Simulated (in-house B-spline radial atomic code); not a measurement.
Computed with a B-spline radial atomic code. Model: two electrons, singlet ground state, non-relativistic, full CI in B-splines with partial waves to l = 8 (at full coupling up to 3e-4 hartree above the limit, correlation up to 0.6 % small), density held at that of full coupling by Lieb maximisation.

Along the adiabatic connection the electron repulsion is scaled by a coupling λ while a local potential keeps the density fixed. At λ = 0 the system is the Kohn-Sham one and W equals the exchange energy; the exchange-correlation energy is the area under W between 0 and 1. The kinetic energy rises with λ as the electrons avoid each other, with dT/dλ = −λ dW/dλ.

Command:
```bash
python run_ac.py task.json out
```
Settings (lengths in bohr, energies in hartree):
```
potential              coulomb
strength               3.72
lmax                   8
wall_radius            0.701
```

Run time, properties included: 2.8 s on 1 thread of Intel(R) Xeon(R) Processor @ 2.30GHz, with other jobs on the host.

**W = mean repulsion less Hartree energy, and W of three functionals.**

Given: confinement point charge; nuclear charge 3.72; hard wall radius 0.701 bohr; external potential -Z/r.

Computed: LDA exchange minus exact 454.73 millihartree; PBE exchange minus exact 125 millihartree.

```json
{"coupling": "0", "W xc (hartree)": "-3.1197", "W xc minus exchange (millihartree)": "0", "kinetic minus Kohn-Sham (millihartree)": "0", "LDA (PW92) W minus its exchange (millihartree)": "0", "PBE W minus its exchange (millihartree)": "0", "SCAN W minus its exchange (millihartree)": "0"}
{"coupling": "0.02", "W xc (hartree)": "-3.1216", "W xc minus exchange (millihartree)": "-1.893", "kinetic minus Kohn-Sham (millihartree)": "0", "LDA (PW92) W minus its exchange (millihartree)": "-14.73", "PBE W minus its exchange (millihartree)": "-2.5", "SCAN W minus its exchange (millihartree)": "-1.91"}
{"coupling": "0.05", "W xc (hartree)": "?", "W xc minus exchange (millihartree)": "?", "kinetic minus Kohn-Sham (millihartree)": "?", "LDA (PW92) W minus its exchange (millihartree)": "?", "PBE W minus its exchange (millihartree)": "?", "SCAN W minus its exchange (millihartree)": "?"}
{"coupling": "0.12", "W xc (hartree)": "-3.131", "W xc minus exchange (millihartree)": "-11.274", "kinetic minus Kohn-Sham (millihartree)": "0.7", "LDA (PW92) W minus its exchange (millihartree)": "-62.38", "PBE W minus its exchange (millihartree)": "-15", "SCAN W minus its exchange (millihartree)": "-11.28"}
{"coupling": "0.25", "W xc (hartree)": "-3.143", "W xc minus exchange (millihartree)": "-23.255", "kinetic minus Kohn-Sham (millihartree)": "2.9", "LDA (PW92) W minus its exchange (millihartree)": "-108.68", "PBE W minus its exchange (millihartree)": "-31.08", "SCAN W minus its exchange (millihartree)": "-23.09"}
{"coupling": "0.4", "W xc (hartree)": "-3.1565", "W xc minus exchange (millihartree)": "-36.789", "kinetic minus Kohn-Sham (millihartree)": "7.3", "LDA (PW92) W minus its exchange (millihartree)": "-152.88", "PBE W minus its exchange (millihartree)": "-49.27", "SCAN W minus its exchange (millihartree)": "-36.33"}
{"coupling": "0.6", "W xc (hartree)": "-3.1741", "W xc minus exchange (millihartree)": "-54.365", "kinetic minus Kohn-Sham (millihartree)": "16.1", "LDA (PW92) W minus its exchange (millihartree)": "-203.09", "PBE W minus its exchange (millihartree)": "-72.81", "SCAN W minus its exchange (millihartree)": "-53.42"}
{"coupling": "0.8", "W xc (hartree)": "-3.1911", "W xc minus exchange (millihartree)": "-71.423", "kinetic minus Kohn-Sham (millihartree)": "28", "LDA (PW92) W minus its exchange (millihartree)": "-246.83", "PBE W minus its exchange (millihartree)": "-95.51", "SCAN W minus its exchange (millihartree)": "-69.92"}
{"coupling": "1", "W xc (hartree)": "-3.2077", "W xc minus exchange (millihartree)": "-87.984", "kinetic minus Kohn-Sham (millihartree)": "42.9", "LDA (PW92) W minus its exchange (millihartree)": "-286.02", "PBE W minus its exchange (millihartree)": "-117.4", "SCAN W minus its exchange (millihartree)": "-85.89"}
{"coupling": "1.4", "W xc (hartree)": "-3.2394", "W xc minus exchange (millihartree)": "-119.69", "kinetic minus Kohn-Sham (millihartree)": "80.9", "LDA (PW92) W minus its exchange (millihartree)": "-354.65", "PBE W minus its exchange (millihartree)": "-158.89", "SCAN W minus its exchange (millihartree)": "-116.4"}
{"coupling": "2", "W xc (hartree)": "-3.2837", "W xc minus exchange (millihartree)": "-163.99", "kinetic minus Kohn-Sham (millihartree)": "156", "LDA (PW92) W minus its exchange (millihartree)": "-440.96", "PBE W minus its exchange (millihartree)": "-215.96", "SCAN W minus its exchange (millihartree)": "-159.01"}
{"coupling": "3", "W xc (hartree)": "-3.3499", "W xc minus exchange (millihartree)": "-230.16", "kinetic minus Kohn-Sham (millihartree)": "320.7", "LDA (PW92) W minus its exchange (millihartree)": "-556.92", "PBE W minus its exchange (millihartree)": "-299.65", "SCAN W minus its exchange (millihartree)": "-222.94"}
{"coupling": "4.5", "W xc (hartree)": "?", "W xc minus exchange (millihartree)": "?", "kinetic minus Kohn-Sham (millihartree)": "?", "LDA (PW92) W minus its exchange (millihartree)": "?", "PBE W minus its exchange (millihartree)": "?", "SCAN W minus its exchange (millihartree)": "?"}
{"coupling": "7", "W xc (hartree)": "-3.5456", "W xc minus exchange (millihartree)": "-425.94", "kinetic minus Kohn-Sham (millihartree)": "1269", "LDA (PW92) W minus its exchange (millihartree)": "-856.38", "PBE W minus its exchange (millihartree)": "-542.07", "SCAN W minus its exchange (millihartree)": "-417.03"}
{"coupling": "10", "W xc (hartree)": "-3.6459", "W xc minus exchange (millihartree)": "-526.22", "kinetic minus Kohn-Sham (millihartree)": "2114.1", "LDA (PW92) W minus its exchange (millihartree)": "-999.24", "PBE W minus its exchange (millihartree)": "-666.74", "SCAN W minus its exchange (millihartree)": "-520.56"}
```

(1) What belongs in the row 0.05?

(2) What belongs in the row 4.5?

(3) What is the SCAN exchange minus exact?

**Energy parts, natural occupations and partial-wave weights.**

Computed: total energy -6.8684 hartree; correlation energy -0.045104 hartree; kinetic part of the DFT correlation energy 0.04288 hartree; initial slope twice GL2 -0.094807 hartree; Hartree energy 6.2394 hartree; Kohn-Sham kinetic 24.784 hartree; Lieb Oxford ratio E_xc over LDA exchange 1.1876.

| natural | occupation of the shell (electrons) |
| --- | --- |
| s | 1.9981 |
| p | 0.0015816 |
| s | 0.0002149 |
| d | 8.2451e-05 |
| p | ? |
| f | 1.1205e-05 |

(4) What belongs in the row p?

```csv
wave,weight
s,0.99914
p,0.00080377
d,4.3791e-05
f,?
g,1.4828e-06
```

(5) What belongs in the row f?

(6) What is the kinetic part over minus potential part?

(7) What is the exchange energy?

Answers

(1) W xc (hartree): -3.1244; W xc minus exchange (millihartree): -4.723; kinetic minus Kohn-Sham (millihartree): 0.1; LDA (PW92) W minus its exchange (millihartree): -31.23; PBE W minus its exchange (millihartree): -6.25; SCAN W minus its exchange (millihartree): -4.75.

(2) W xc (hartree): -3.4343; W xc minus exchange (millihartree): -314.62; kinetic minus Kohn-Sham (millihartree): 635.4; LDA (PW92) W minus its exchange (millihartree): -691.49; PBE W minus its exchange (millihartree): -404.69; SCAN W minus its exchange (millihartree): -305.55.

(3) 11.393 millihartree.

(4) occupation of the shell (electrons): 2.4469e-05.

(5) weight: 6.2269e-06.

(6) 0.48736.

(7) -3.1197 hartree.

Half-way to full coupling W has made 52 % of its drop, against 50 % for a straight line, and second-order (GL2) theory, half the initial slope, overshoots the correlation energy by about 5 %: correlation is weak here. Over couplings 0 to 1 the errors in E_xc come to about +331 millihartree for LDA, +110 millihartree for PBE, +12 millihartree for SCAN, so SCAN is nearest. In LDA and PBE the errors of exchange and correlation have opposite signs, so the sum is smaller than the larger of the two.
